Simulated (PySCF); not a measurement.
Where the electron goes

Species: (Cl2Al-mu-SH)2.
Geometry (PBE0-D3(BJ)/def2-SVP, Å), atoms numbered from 1 in this order:
```xyz
10
Al2Cl4H2S2 angstrom
Al    -1.5433    0.0492   -0.3206
Cl    -2.3506   -1.8911   -0.4021
Cl    -2.6711    1.7832   -0.6264
S      0.3357    0.1400   -1.7278
Al     1.4939    0.4959    0.2857
Cl     2.1359    2.4863    0.3338
Cl     2.7617   -1.1503    0.6163
S     -0.3696    0.2715    1.7001
H      0.5374   -1.1993   -1.7283
H     -0.2054   -1.0621    1.8737
```

Computed, not measured: TDDFT wB97X-D/def2-SVPD, vertical, gas phase, core orbitals frozen in the response (PySCF). The geometry optimisation had not met its thresholds, so the values belong to a structure short of the stationary point.

Kohn–Sham orbitals with the atoms that hold most of them (Löwdin shares over 4%, at most four atoms; ? is withheld):

| orbital | ε (eV) | atoms |
| --- | --- | --- |
| LUMO+2 | 1.16 | S4 23%, S8 23%, Al1 13%, Al5 13% |
| LUMO+1 | 0.60 | S4 18%, S8 18%, Al5 16%, Al1 16% |
| LUMO | 0.42 | Al5 17%, Al1 17%, S8 15%, S4 15% |
| HOMO | ? | ? |
| HOMO-1 | -11.19 | ? |
| HOMO-2 | -11.37 | Cl3 43%, Cl6 30%, Cl2 8%, Cl7 4% |
| HOMO-3 | -11.40 | Cl6 28%, Cl2 25%, Cl7 21%, Cl3 17% |

Q: Which atoms hold the HOMO, and with what shares?

A: Cl3 (bonded to Al) 18%; Cl6 (bonded to Al) 18%; Cl7 (bonded to Al) 15%; S4 (bonded to 2 Al and H) 14%. By element: chlorine 50% or more, sulfur 14% or more.

Q: Which atoms hold the HOMO-1, and with what shares?

A: S4 (bonded to 2 Al and H) 34%; S8 (bonded to 2 Al and H) 34%; Cl2 (bonded to Al) 10%; Cl7 (bonded to Al) 10%. By element: sulfur 68%, chlorine 19% or more.

Q: What is the HOMO energy, and the HOMO–LUMO gap?

A: ε(HOMO) = -11.07 eV; the gap is 11.49 eV (0.4224 hartree).

Q: The HOMO–LUMO gap is 11.49 eV. Where does the response calculation put the lowest singlet, and from which orbitals?

A: S1 is at 7.08 eV (f = 0.0005), 4.42 eV below the gap, made of HOMO-1→LUMO (44%), HOMO-1→LUMO+1 (44%). Its leading pair isn't HOMO and LUMO; the energies of that pair differ by 11.61 eV. 

Next come S2 at 7.29 eV (f 0.0000), HOMO→LUMO+1 (44%), HOMO→LUMO (38%); S3 at 7.57 eV (f 0.0006), HOMO-4→LUMO+1 (30%), HOMO-4→LUMO (18%), HOMO-2→LUMO (16%); S4 at 7.58 eV (f 0.0001), HOMO→LUMO+1 (36%), HOMO→LUMO (34%), HOMO-1→LUMO+2 (8%); S5 at 7.69 eV (f 0.0002), HOMO-1→LUMO+3 (54%), HOMO-7→LUMO+1 (10%), HOMO-3→LUMO+1 (8%).

One conformer stands for the species.
